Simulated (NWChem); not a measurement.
System: HfNH2F3; SMILES [Hf]([NH2])([F])([F])[F]

Here is an NWChem input.

```
start job
memory heap 200 mb stack 900 mb global 1100 mb
geometry units angstroms noautoz
  Hf    -0.003692     0.053688     0.068321
  F      1.589954     0.442392     1.053987
  F     -1.642021     0.373171     1.003866
  F      0.008817     1.096991    -1.539700
  N      0.042909    -1.906102    -0.407281
  H      0.880455    -2.457302    -0.584213
  H     -0.768507    -2.503390    -0.553758
end
basis spherical
  * library def2-svp
end
ecp
  Hf library def2-ecp
end
dft
  xc mn15
  iterations 150
  mulliken
end
task dft energy
```

Excerpt of the output:

```
             Northwest Computational Chemistry Package (NWChem) 7.3.0
             --------------------------------------------------------

 C1  symmetry detected

                             Geometry "geometry" -> ""
                             -------------------------

 Output coordinates in angstroms (scale by  1.889725989 to convert to a.u.)

  No.       Tag          Charge          X              Y              Z
 ---- ---------------- ---------- -------------- -------------- --------------
    1 Hf                  72.0000     0.01786452    -0.00013757     0.02719757
    2 F                    9.0000    -0.17993685    -1.59678015     1.06350973
    3 F                    9.0000     0.00562418     1.63079828     1.02786444
    4 F                    9.0000     1.65946968    -0.11530378    -0.95577670
    5 N                    7.0000    -1.52951531     0.07731047    -1.26460862
    6 H                    1.0000    -2.00319427    -0.72412719    -1.67684108
    7 H                    1.0000    -1.94285717     0.92442953    -1.64950106

 Effective nuclear repulsion energy (a.u.)     784.7624508658

                                 NWChem DFT Module
                                 -----------------

 Summary of "ao basis" -> "ao basis" (spherical)
 ------------------------------------------------------------------------------
       Tag                 Description            Shells   Functions and Types
 ---------------- ------------------------------  ------  ---------------------
 Hf                         def2-svp                12       32   6s3p2d1f
 F                          def2-svp                 6       14   3s2p1d
 N                          def2-svp                 6       14   3s2p1d
 H                          def2-svp                 3        5   2s1p

            General Information
            -------------------
          SCF calculation type: DFT
          Wavefunction type:  closed shell.
          No. of atoms     :     7
          No. of electrons :    48
           Alpha electrons :    24
            Beta electrons :    24
          Charge           :     0
          Spin multiplicity:     1
          Use of symmetry is: off; symmetry adaption is: off
          Maximum number of iterations: 150
          AO basis - number of functions:    98
                     number of shells:    42
          Convergence on energy requested:  1.00D-06
          Convergence on density requested:  1.00D-05
          Convergence on gradient requested:  5.00D-04

              XC Information
              --------------
                         MN15 Method XC Functional
                     Hartree-Fock (Exact) Exchange  0.440
                          MN15 Exchange Functional  1.000
                        MN15 Correlation Potential  1.000

             Grid Information
             ----------------
          Grid used for XC integration:  medium
          Radial quadrature: Mura-Knowles
          Angular quadrature: Lebedev.
          Tag              B.-S. Rad. Rad. Pts. Rad. Cut. Ang. Pts.
          ---              ---------- --------- --------- ---------
          Hf                  1.55      123           9.0       590
          F                   0.50       49          11.0       434
          N                   0.65       49           8.0       434
          H                   0.35       45          11.0       434
          Grid pruning is: on
          Number of quadrature shells:   409
          Spatial weights used:  Erf1

      Superposition of Atomic Density Guess
      -------------------------------------

 Sum of atomic energies:        -405.05851400

      Non-variational initial energy
      ------------------------------

 Total energy =    -400.628872
 1-e energy   =    -975.255840
 2-e energy   =     370.944463
 HOMO         =      -0.364797
 LUMO         =      -0.045622

     ---------------------------------------------
      Total Density - Mulliken Population Analysis
     ---------------------------------------------

    Atom       Charge   Shell Charges
 -----------   ------   -------------------------------------------------------
    1 Hf  12     9.43   0.03 -0.29  1.74  0.55  0.22  0.04  5.50  0.57  0.07  0.71  0.16  0.13
    2 F    9     9.70   1.99  1.16  0.80  3.59  2.16  0.00
    3 F    9     9.70   1.99  1.16  0.80  3.59  2.16  0.00
    4 F    9     9.70   1.99  1.16  0.80  3.59  2.17  0.00
    5 N    7     7.99   1.99  1.04  0.50  2.66  1.79  0.00
    6 H    1     0.74   0.58  0.11  0.05
    7 H    1     0.74   0.58  0.11  0.05

   convergence    iter        energy       DeltaE   RMS-Dens  Diis-err
 ---------------- ----- ----------------- --------- --------- ---------
 d= 0,ls=0.0,diis     1   -402.8828462909 -6.07D+02  2.47D-02  2.46D+00
 d= 0,ls=0.0,diis     2   -402.4168375192  4.66D-01  1.44D-02  8.16D+00
 d= 0,ls=0.0,diis     3   -403.1353562641 -7.19D-01  1.29D-03  2.08D-02
 d= 0,ls=0.0,diis     4   -403.1358261908 -4.70D-04  6.78D-04  1.62D-02
 d= 0,ls=0.0,diis     5   -403.1374461485 -1.62D-03  8.51D-05  2.42D-04
  Resetting Diis
 d= 0,ls=0.0,diis     6   -403.1374733452 -2.72D-05  2.11D-05  6.26D-06
 d= 0,ls=0.0,diis     7   -403.1374740774 -7.32D-07  7.65D-06  4.42D-07

         Total DFT energy =     -403.137474077385
      One electron energy =     -980.135542732084
           Coulomb energy =      418.034603101408
    Exchange-Corr. energy =      -44.719039676671
 Nuclear repulsion energy =      203.682505229961

 Numeric. integr. density =       47.999994978218

                       DFT Final Molecular Orbital Analysis
                       ------------------------------------

 Vector   22  Occ=2.000000D+00  E=-4.500098D-01
              MO Center=  1.1D+00, -1.7D-01, -3.3D-01, r^2= 2.7D+00
   Bfn.  Coefficient  Atom+Function         Bfn.  Coefficient  Atom+Function
  ----- ------------  ---------------      ----- ------------  ---------------
    65      0.549780  4 F  py                68     -0.376832  4 F  py
    36      0.229373  2 F  px                50     -0.200463  3 F  px
    37     -0.172817  2 F  py                39     -0.158510  2 F  px
    53      0.138637  3 F  px                 8      0.122103  1 Hf py
    51     -0.121398  3 F  py                40      0.119002  2 F  py

 Vector   23  Occ=2.000000D+00  E=-4.304898D-01
              MO Center= -8.3D-01,  3.7D-02, -7.9D-01, r^2= 2.8D+00
   Bfn.  Coefficient  Atom+Function         Bfn.  Coefficient  Atom+Function
  ----- ------------  ---------------      ----- ------------  ---------------
    78      0.336533  5 N  px                80      0.286052  5 N  pz
    77     -0.254982  5 N  s                 66     -0.217874  4 F  pz
    81     -0.203834  5 N  px                 7     -0.200690  1 Hf px
    19      0.182102  1 Hf d  1              83     -0.173209  5 N  pz
     9     -0.166198  1 Hf pz                89      0.160437  6 H  s

 Vector   24  Occ=2.000000D+00  E=-3.233600D-01
              MO Center= -1.3D+00,  6.6D-02, -1.1D+00, r^2= 1.5D+00
   Bfn.  Coefficient  Atom+Function         Bfn.  Coefficient  Atom+Function
  ----- ------------  ---------------      ----- ------------  ---------------
    80      0.414065  5 N  pz                78     -0.359474  5 N  px
    83     -0.336655  5 N  pz                81      0.292631  5 N  px
    18      0.162500  1 Hf d  0              66     -0.116981  4 F  pz
    69      0.094810  4 F  pz                 9      0.085515  1 Hf pz
    20     -0.073586  1 Hf d  2               7     -0.071563  1 Hf px

 Vector   25  Occ=0.000000D+00  E= 4.744643D-03
              MO Center= -1.7D-01,  2.8D-03, -8.2D-02, r^2= 2.2D+00
   Bfn.  Coefficient  Atom+Function         Bfn.  Coefficient  Atom+Function
  ----- ------------  ---------------      ----- ------------  ---------------
    16      0.851991  1 Hf d -2              17      0.297688  1 Hf d -1
    95      0.226113  7 H  s                 90     -0.224066  6 H  s
    36     -0.164839  2 F  px                50      0.159573  3 F  px
    94      0.151069  7 H  s                 89     -0.149424  6 H  s
    39      0.139514  2 F  px                53     -0.134016  3 F  px

 Vector   26  Occ=0.000000D+00  E= 1.406298D-02
              MO Center= -3.8D-01,  4.2D-02,  3.6D-02, r^2= 6.0D+00
   Bfn.  Coefficient  Atom+Function         Bfn.  Coefficient  Atom+Function
  ----- ------------  ---------------      ----- ------------  ---------------
     6      1.072024  1 Hf s                 18      0.400300  1 Hf d  0
    77     -0.348536  5 N  s                  3     -0.252968  1 Hf s
    13     -0.165621  1 Hf px                76     -0.157788  5 N  s
    19      0.155906  1 Hf d  1              63     -0.147396  4 F  s
     2      0.143672  1 Hf s                 35     -0.143685  2 F  s

 Vector   27  Occ=0.000000D+00  E= 2.800182D-02
              MO Center= -8.0D-02,  2.2D-02, -1.8D-01, r^2= 3.4D+00
   Bfn.  Coefficient  Atom+Function         Bfn.  Coefficient  Atom+Function
  ----- ------------  ---------------      ----- ------------  ---------------
    18      0.828417  1 Hf d  0               6     -0.580669  1 Hf s
    77      0.272409  5 N  s                 15      0.159897  1 Hf pz
    52      0.151988  3 F  pz                38      0.151082  2 F  pz
    81     -0.133806  5 N  px                19      0.122871  1 Hf d  1
    41     -0.120066  2 F  pz                55     -0.120319  3 F  pz

     ---------------------------------------------
      Total Density - Mulliken Population Analysis
     ---------------------------------------------

[...]
```

Level: MN15/def2-SVP with def2 effective core potentials on Hf. The geometry was optimised at PBE0/def2-SVP. def2 effective core potentials on Hf; no spin-orbit coupling.
